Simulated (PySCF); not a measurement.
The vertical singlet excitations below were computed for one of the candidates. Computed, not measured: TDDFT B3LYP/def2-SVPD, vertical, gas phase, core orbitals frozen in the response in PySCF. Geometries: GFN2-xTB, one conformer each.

```
state  E (eV)  λ (nm)       f
   S1    3.79   327.2  0.0003
   S2    4.70   263.8  0.0004
   S3    4.87   254.8   0.022
   S4    4.94   250.9  0.0039
   S5    4.94   250.9   0.033
   S6    5.11   242.8  0.0000
   S7    5.17   239.8   0.027
   S8    5.78   214.5   0.276
```

Triplets computed (Tamm–Dancoff): 3.50, 3.64, 4.29 eV.

Orbital energies (eV): HOMO-3 -8.50, HOMO-2 -8.11, HOMO-1 -8.08, HOMO -7.83, LUMO -2.53, LUMO+1 -2.29, LUMO+2 -0.39.

**Question.** Which candidate is it? All have the formula C4H5ClO2Si.
A. `O=C=C(C=O)C[SiH2]Cl`
B. `O=C=C(CCl)[SiH2]C=O`
C. `O=C=C(C=O)[SiH2]CCl`

**Answer.** A. Its S1 lies at 3.79 eV; the nearest of the others has S1 at 4.14 eV. S1 is HOMO→LUMO (89%), HOMO-2→LUMO (10%). Löwdin shares by element: HOMO carbon 38% or more, oxygen 27% (atoms not listed hold the other 35%); LUMO carbon 57% or more, oxygen 32% or more. At the same level the other candidates give, for their lowest levels:
- `O=C=C(C=O)[SiH2]CCl`: 4.14 eV (f 0.001); 4.50 eV (f 0.001); 4.78 eV (f 0.001); 5.13 eV (f 0.011); 5.58 eV (f 0.027); T1 3.87 eV; HOMO -7.74, LUMO -2.11 eV
- `O=C=C(CCl)[SiH2]C=O`: 3.23 eV (f 0.001); 3.84 eV (f 0.003); 4.29 eV (f 0.001); 4.75 eV (f 0.024); 5.48 eV (f 0.002); T1 2.58 eV; HOMO -7.06, LUMO -2.25 eV

Conformer computed: `[O:1]=[C:2]=[C:3]([CH:4]=[O:5])[CH2:6][SiH2:7][Cl:8]`: C2–C3–C4–O5 180°, C2–C3–C6–Si7 180°, C3–C6–Si7–Cl8 180°.
